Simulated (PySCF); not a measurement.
**WCl₂ + F₂ → WF₂ + Cl₂**

Level: PBE0 in the def2-TZVP basis family, computed in PySCF with density fitting; scalar-relativistic core potentials for atoms from Rb on, none lighter, no spin–orbit coupling; open shells unrestricted.

| species | state and structure | E (Eh) | ZPE (kJ/mol) | H(298 K) − H(0) (kJ/mol) | S° (J/(mol K)) |
| --- | --- | --- | --- | --- | --- |
| WCl₂ | quintet, C2v, W–Cl 2.267 Å (×2); Cl–W–Cl 141.3° | -987.23973 | 5.1 | 13.7 | 322.9 |
| F₂ | singlet, D∞h, F–F 1.376 Å | -199.40856 | 6.6 | 8.7 | 201.9 |
| WF₂ | quintet, C2v, W–F 1.882 Å (×2); F–W–F 140.9° | -266.67975 | 8.6 | 12.4 | 299.2 |
| Cl₂ | singlet, D∞h, Cl–Cl 1.982 Å | -920.08940 | 3.5 | 9.1 | 222.5 |

Question: What is the electronic reaction energy?

Answer: At PBE0/def2-TZVP, ΔE = -317.3 kJ/mol from the differences of the total energies times 2625.5, downhill. Fluorination of this kind underlies dry etching and chamber cleaning.

Question: Add zero-point, thermal and entropy terms for 298.15 K and 1 bar.

Answer: ΔZPE = 0.4 and Δ[H(298) − H(0)] = -0.9 kJ/mol give ΔH° = -317.8 kJ/mol. ΔS° = -3.1 J/(mol K), so ΔG° = -317.8 − 298.15 × (-0.0031) = -317 kJ/mol.

Spin–orbit coupling can matter for WCl₂, WF₂ and is left out. Open d or f shells are single determinants, so the state found may not be the ground state. Each species is the lowest minimum found with this bonding; other isomers or fragments can lie lower.
